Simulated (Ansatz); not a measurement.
`C[SiH2]NCO`, charge 0, multiplicity 1.

Task: Give a relaxed structure at PBE0-D4/def2-TZVP (the Gaussian-basis code of Ansatz). (Best estimate.)

Result: Ansatz gave: 
Z-matrix (Å, degrees):
```
C
Si 1 1.868
H 1 1.094 2 110.5
H 1 1.093 2 111.0 3 -119.7
H 1 1.093 2 111.1 3 120.0
N 2 1.722 1 115.4 3 179.3
H 2 1.491 1 108.3 3 59.3
H 2 1.488 1 109.2 3 -60.7
C 6 1.429 2 125.2 1 -78.0
H 6 1.008 2 120.2 1 91.8
O 9 1.408 6 113.1 2 -123.8
H 9 1.100 6 107.9 2 -0.7
H 9 1.095 6 112.4 2 118.0
H 11 0.962 9 107.1 6 51.5
```
This is one stationary point; other conformers may exist.
